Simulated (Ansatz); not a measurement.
CH5AlOSi (`O[SiH]1[CH2][AlH]1`), relaxed with RKS PBE-D4/def2-SVP in the Gaussian-basis code of Ansatz from a rough embedded geometry. The force threshold is 0.03 eV/Å; the program also tests the step.

Total charge 0; spin multiplicity 1.

Start:

```xyz
9

O    -1.269    0.934   -1.285
Si   -0.254   -0.321   -0.799
C    -0.200   -0.326    1.051
Al    1.517    0.328    0.608
H    -1.021    1.089   -2.293
H    -0.658   -1.669   -1.269
H    -0.172   -1.405    1.502
H    -0.931    0.311    1.535
H     2.987    1.058    0.950
```

How much energy does the relaxation release, and in how many steps? (Best estimate.)

The calculation gave: 0.46 eV, in 7 steps, 1 of them rejected.

Which bonds change most? (An estimate is asked.)

Ansatz gave: C3–Al4 from 1.889 to 1.986 Å; O1–H5 from 1.049 to 0.973 Å; Al4–H9 from 1.676 to 1.601 Å; Si2–C3 from 1.851 to 1.915 Å.

Give the relaxed structure. (An estimate is asked.)

Computed: 
```xyz
9

O    -1.293    0.860   -1.386
Si   -0.278   -0.365   -0.798
C    -0.182   -0.287    1.114
Al    1.594    0.324    0.468
H    -1.056    1.168   -2.279
H    -0.625   -1.714   -1.389
H    -0.171   -1.317    1.541
H    -0.912    0.327    1.680
H     2.923    1.004    1.048
```
